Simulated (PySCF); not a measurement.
H$_{5}$B$_{3}$N$_{3}$, doublet, at a GFN2-xTB geometry; CCSD(T)/STO-3G (PySCF).

PySCF was given this input:
```python
from pyscf import gto, scf, cc

mol = gto.Mole()
mol.atom = '''
    B    -0.91062503    1.13149532    0.29076823
    N    -1.37695949   -0.12573446    0.01619112
    B    -0.69719392   -1.27831028   -0.27186253
    N     0.73883889   -1.11549616   -0.28144257
    B     1.35780215    0.12398515   -0.01596586
    N     0.53097538    1.23144686    0.26651132
    H    -1.57325668    2.06827039    0.52850262
    H    -1.18458869   -2.32009784   -0.49607420
    H     1.29505236   -1.93143915   -0.48782490
    H     2.52800212    0.23083975   -0.02972578
    H     0.93489140    2.13506227    0.46160388
'''
mol.basis = 'sto-3g'
mol.spin = 1
mol.verbose = 4
mol.build()

mf = scf.UHF(mol)
mf.kernel()

mycc = cc.CCSD(mf)
mycc.level_shift = 0.2
mycc.kernel()
et = mycc.ccsd_t()
print('E(CCSD(T)) = %.10f' % (mycc.e_tot + et))
```

What the program printed (banner, timings and long lists left out):

```
PySCF version 2.14.0

[INPUT] verbose = 4
[INPUT] num. atoms = 11
[INPUT] num. electrons = 41
[INPUT] charge = 0
[INPUT] spin (= nelec alpha-beta = 2S) = 1
[INPUT] symmetry False subgroup None
[INPUT] Mole.unit = angstrom
[INPUT] Symbol           X                Y                Z      unit          X                Y                Z       unit  Magmom
[INPUT]  1 B     -0.910625030000   1.131495320000   0.290768230000 AA   -1.720831908874   2.138216266027   0.549472320425 Bohr   0.0
[INPUT]  2 N     -1.376959490000  -0.125734460000   0.016191120000 AA   -2.602076320721  -0.237603693820   0.030596782450 Bohr   0.0
[INPUT]  3 B     -0.697193920000  -1.278310280000  -0.271862530000 AA   -1.317505564512  -2.415656331416  -0.513745725231 Bohr   0.0
[INPUT]  4 N      0.738838890000  -1.115496160000  -0.281442570000 AA    1.396203152278  -2.107982235404  -0.531849377094 Bohr   0.0
[INPUT]  5 B      1.357802150000   0.123985150000  -0.015965860000 AA    2.565874194846   0.234297977013  -0.030171102743 Bohr   0.0
[INPUT]  6 N      0.530975380000   1.231446860000   0.266511320000 AA    1.003398047087   2.327097302356   0.503633403896 Bohr   0.0
[INPUT]  7 H     -1.573256680000   2.068270390000   0.528502620000 AA   -2.973024248842   3.908464588647   0.998725207915 Bohr   0.0
[INPUT]  8 H     -1.184588690000  -2.320097840000  -0.496074200000 AA   -2.238548194357  -4.384349499795  -0.937444375463 Bohr   0.0
[INPUT]  9 H      1.295052360000  -1.931439150000  -0.487824900000 AA    2.447294277372  -3.649891019763  -0.921855457743 Bohr   0.0
[INPUT] 10 H      2.528002120000   0.230839750000  -0.029725780000 AA    4.777231649120   0.436223906163  -0.056173583039 Bohr   0.0
[INPUT] 11 H      0.934891400000   2.135062270000   0.461603880000 AA    1.766688702211   4.034682949192   0.872304911237 Bohr   0.0

nuclear repulsion = 190.94249432454
number of shells = 23
number of NR pGTOs = 105
number of NR cGTOs = 35
basis = sto-3g
ecp = {}

******** <class 'pyscf.scf.uhf.UHF'> ********
method = UHF
initial guess = minao
damping factor = 0
level_shift factor = 0
DIIS = <class 'pyscf.scf.diis.CDIIS'>
diis_start_cycle = 1
diis_space = 8
diis_damp = 0
SCF conv_tol = 1e-09
SCF conv_tol_grad = None
SCF max_cycles = 50
direct_scf = True
direct_scf_tol = 1e-13
number electrons alpha = 21  beta = 20
Set gradient conv threshold to 3.16228e-05
init E= -238.983538016444

cycle= 1 E= -237.351093058173  delta_E= 1.63  |g|= 0.352  |ddm|= 3.08
cycle= 2 E= -237.470275841695  delta_E= -0.119  |g|= 0.152  |ddm|= 0.649
cycle= 3 E= -237.489790188781  delta_E= -0.0195  |g|= 0.0489  |ddm|= 0.227
cycle= 4 E= -237.494315547271  delta_E= -0.00453  |g|= 0.0157  |ddm|= 0.119
cycle= 5 E= -237.494772284057  delta_E= -0.000457  |g|= 0.00698  |ddm|= 0.0374
cycle= 6 E= -237.494866119525  delta_E= -9.38e-05  |g|= 0.00291  |ddm|= 0.0189
cycle= 7 E= -237.4948876279  delta_E= -2.15e-05  |g|= 0.00123  |ddm|= 0.0105
cycle= 8 E= -237.494891873151  delta_E= -4.25e-06  |g|= 0.000635  |ddm|= 0.00405
cycle= 9 E= -237.49489329441  delta_E= -1.42e-06  |g|= 0.000296  |ddm|= 0.00289
cycle= 10 E= -237.494893588741  delta_E= -2.94e-07  |g|= 0.000105  |ddm|= 0.00155
cycle= 11 E= -237.494893619669  delta_E= -3.09e-08  |g|= 4.71e-05  |ddm|= 0.000414
cycle= 12 E= -237.494893626385  delta_E= -6.72e-09  |g|= 1.15e-05  |ddm|= 0.000238
cycle= 13 E= -237.494893626682  delta_E= -2.96e-10  |g|= 3.23e-06  |ddm|= 4.51e-05
Extra cycle  E= -237.494893626696  delta_E= -1.39e-11  |g|= 1.83e-06  |ddm|= 5.51e-06
converged SCF energy = -237.494893626696  <S^2> = 0.76344621  2S+1 = 2.0134013

******** <class 'pyscf.cc.uccsd.UCCSD'> ********
CC2 = 0
CCSD nocc = (np.int64(21), np.int64(20)), nmo = (35, 35)
max_cycle = 50
direct = 0
conv_tol = 1e-07
conv_tol_normt = 1e-06
diis_space = 6
diis_start_cycle = 0
diis_start_energy_diff = 1e+09
Init t2, MP2 energy = -0.251658938224975
Init E_corr(UCCSD) = -0.251658938228051
cycle = 1  E_corr(UCCSD) = -0.278633751144868  dE = -0.0269748129  norm(t1,t2) = 0.0974184
cycle = 2  E_corr(UCCSD) = -0.293783332350425  dE = -0.0151495812  norm(t1,t2) = 0.0473533
cycle = 3  E_corr(UCCSD) = -0.310906973748139  dE = -0.0171236414  norm(t1,t2) = 0.029745
cycle = 4  E_corr(UCCSD) = -0.310745628858505  dE = 0.00016134489  norm(t1,t2) = 0.00896039
cycle = 5  E_corr(UCCSD) = -0.310880867024049  dE = -0.000135238166  norm(t1,t2) = 0.0026646
cycle = 6  E_corr(UCCSD) = -0.31086549193208  dE = 1.5375092e-05  norm(t1,t2) = 0.00129078
cycle = 7  E_corr(UCCSD) = -0.310925270441942  dE = -5.97785099e-05  norm(t1,t2) = 0.000703036
cycle = 8  E_corr(UCCSD) = -0.310940888234807  dE = -1.56177929e-05  norm(t1,t2) = 0.000260508
cycle = 9  E_corr(UCCSD) = -0.310946818249117  dE = -5.93001431e-06  norm(t1,t2) = 0.000130366
cycle = 10  E_corr(UCCSD) = -0.31094197898338  dE = 4.83926574e-06  norm(t1,t2) = 5.09881e-05
cycle = 11  E_corr(UCCSD) = -0.310939868019377  dE = 2.110964e-06  norm(t1,t2) = 2.84289e-05
cycle = 12  E_corr(UCCSD) = -0.310940885218723  dE = -1.01719935e-06  norm(t1,t2) = 1.3189e-05
cycle = 13  E_corr(UCCSD) = -0.310941851669325  dE = -9.66450602e-07  norm(t1,t2) = 6.35444e-06
cycle = 14  E_corr(UCCSD) = -0.310941906257086  dE = -5.45877608e-08  norm(t1,t2) = 2.81708e-06
cycle = 15  E_corr(UCCSD) = -0.310941887171867  dE = 1.90852192e-08  norm(t1,t2) = 1.36366e-06
cycle = 16  E_corr(UCCSD) = -0.310941958287756  dE = -7.11158895e-08  norm(t1,t2) = 8.0873e-07
UCCSD converged
E(UCCSD) = -237.8058355849834  E_corr = -0.3109419582877564
UCCSD(T) correction = -0.0102662474838166
E(CCSD(T)) = -237.8161018325
```
